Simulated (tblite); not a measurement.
Species: C₈H₅FO₂.
SMILES with atom numbers: `[F:1][c:2]1[cH:3][cH:4][o:5][c:6]1-[c:7]1[cH:8][cH:9][cH:10][o:11]1` (hydrogens: H12 on C3; H13 on C4; H14 on C8; H15 on C9; H16 on C10)

Computed with GFN2-xTB (tblite), gas phase: L-BFGS steps from a force-field or distance-geometry start until the largest atomic force falls under 0.01 eV/Å.

Step 6: E = -884.9506 eV
```
atom  x, y, z in Å  |  force x, y, z in eV/Å
F1     -1.3020   -1.8323    0.9235    0.058  -0.131   0.058
C2     -1.5956   -0.6559    0.3667   -0.061  -0.005  -0.002
C3     -2.8981   -0.1579    0.1718    0.069   0.018   0.013
C4     -2.7101    1.0543   -0.4142    0.044   0.069  -0.055
O5     -1.4056    1.3228   -0.5917    0.084   0.004   0.012
C6     -0.6956    0.2756   -0.1128   -0.125  -0.094   0.043
C7      0.7387    0.1685   -0.1098    0.072  -0.070   0.026
C8      1.4729   -0.8901    0.3766    0.071  -0.010   0.016
C9      2.8287   -0.5613    0.1767   -0.066   0.031  -0.028
C10     2.8263    0.6641   -0.4160   -0.010   0.069  -0.020
O11     1.5737    1.1171   -0.5948   -0.099  -0.060   0.037
H12    -3.8253   -0.6239    0.4301    0.040  -0.035   0.013
H13    -3.4279    1.7779   -0.7346    0.040   0.166  -0.085
H14     1.0943   -1.7834    0.8210   -0.047  -0.064   0.030
H15     3.6829   -1.1539    0.4347   -0.031   0.026  -0.009
H16     3.6353    1.2873   -0.7387   -0.038   0.086  -0.047
```

Step 7: E = -884.9547 eV
```
atom  x, y, z in Å  |  force x, y, z in eV/Å
F1     -1.3017   -1.8370    0.9252    0.041  -0.024   0.008
C2     -1.5941   -0.6576    0.3678   -0.140  -0.018   0.006
C3     -2.8981   -0.1579    0.1726    0.086   0.040  -0.005
C4     -2.7064    1.0552   -0.4147    0.011   0.058  -0.046
O5     -1.4013    1.3240   -0.5923    0.037  -0.098   0.060
C6     -0.6955    0.2748   -0.1126   -0.112  -0.125   0.061
C7      0.7370    0.1656   -0.1086    0.069  -0.028   0.010
C8      1.4713   -0.8914    0.3770    0.133  -0.042   0.030
C9      2.8270   -0.5617    0.1767   -0.078   0.101  -0.058
C10     2.8228    0.6648   -0.4155   -0.019   0.039  -0.011
O11     1.5695    1.1153   -0.5931   -0.086  -0.037   0.022
H12    -3.8264   -0.6280    0.4319    0.125   0.032  -0.020
H13    -3.4158    1.7862   -0.7395    0.018   0.117  -0.060
H14     1.0950   -1.7846    0.8218   -0.060  -0.088   0.040
H15     3.6823   -1.1513    0.4335   -0.007  -0.001   0.002
H16     3.6268    1.2924   -0.7416   -0.016   0.074  -0.039
```

Step 8: E = -884.9591 eV
```
atom  x, y, z in Å  |  force x, y, z in eV/Å
F1     -1.3005   -1.8425    0.9273    0.002   0.069  -0.034
C2     -1.5946   -0.6609    0.3696   -0.141   0.001  -0.001
C3     -2.8973   -0.1565    0.1732    0.043   0.049  -0.023
C4     -2.7023    1.0573   -0.4163   -0.003   0.037  -0.024
O5     -1.3957    1.3236   -0.5918   -0.012  -0.173   0.089
C6     -0.6960    0.2717   -0.1113   -0.079  -0.147   0.077
C7      0.7351    0.1615   -0.1068    0.068  -0.045   0.024
C8      1.4714   -0.8944    0.3784    0.091  -0.019   0.016
C9      2.8244   -0.5601    0.1755    0.011   0.049  -0.027
C10     2.8185    0.6664   -0.4153   -0.033   0.084  -0.041
O11     1.5633    1.1128   -0.5909   -0.060  -0.002   0.000
H12    -3.8252   -0.6320    0.4335    0.174   0.097  -0.049
H13    -3.4018    1.7977   -0.7462    0.010   0.047  -0.025
H14     1.0949   -1.7874    0.8232   -0.046  -0.094   0.041
H15     3.6813   -1.1481    0.4322   -0.010   0.005  -0.003
H16     3.6170    1.2997   -0.7457   -0.016   0.042  -0.019
```

Task: Estimate the geometry and energy of step 9. (The exact step hangs on the optimiser's Hessian estimate; all steps are aligned on step 8, rigid shifts and turns removed.)

Result: E = -884.9637 eV, largest force 0.198 eV/Å
```
atom  x, y, z in Å  |  force x, y, z in eV/Å
F1     -1.2994   -1.8474    0.9290   -0.052   0.121  -0.056
C2     -1.5972   -0.6649    0.3717   -0.107   0.006  -0.002
C3     -2.8963   -0.1539    0.1732    0.000   0.059  -0.044
C4     -2.6978    1.0604   -0.4184   -0.017   0.009   0.003
O5     -1.3895    1.3203   -0.5898   -0.027  -0.178   0.082
C6     -0.6975    0.2655   -0.1085    0.026  -0.127   0.070
C7      0.7338    0.1554   -0.1040   -0.017  -0.017   0.020
C8      1.4725   -0.8979    0.3802    0.055  -0.071   0.036
C9      2.8226   -0.5579    0.1739    0.066   0.061  -0.024
C10     2.8129    0.6700   -0.4159   -0.041   0.047  -0.033
O11     1.5554    1.1103   -0.5886   -0.038   0.022  -0.015
H12    -3.8208   -0.6347    0.4344    0.133   0.128  -0.059
H13    -3.3861    1.8114   -0.7540    0.011  -0.036   0.016
H14     1.0939   -1.7920    0.8255    0.002  -0.044   0.014
H15     3.6798   -1.1443    0.4305    0.020   0.001  -0.004
H16     3.6059    1.3086   -0.7506   -0.014   0.019  -0.004
```

The energy changes by -0.0046 eV. The first-order estimate −F·Δx gives -0.0065 eV and the mean of the old and new forces, exact on a quadratic surface, -0.0046 eV. The step makes an angle of 65° with the force vector and moves no atom by more than 0.022 Å.

The cost below is that of the whole relaxation. Hardware: an Intel Xeon 6975P-C with one thread, no GPU, shared host. Cost: 0.16 s.
